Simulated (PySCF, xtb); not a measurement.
GeClBr, SMILES [Cl][Ge][Br] (connectivity only; charge and spin as stated), neutral, multiplicity 1.

xtb 6.7.1 with GFN2-xTB at its own geometry gives an orbital gap of 3.51 eV and a dipole moment of 5.90 D.

Geometry: PBE-D3(BJ)/def2-TZVP.

### Question
What does r2SCAN/def2-TZVPD run with PySCF give? (Estimate from the structure and the level; the computed values follow.)

### Answer
gap 3.27 eV (levels -7.22 and -3.94 eV), dipole 1.87 D.
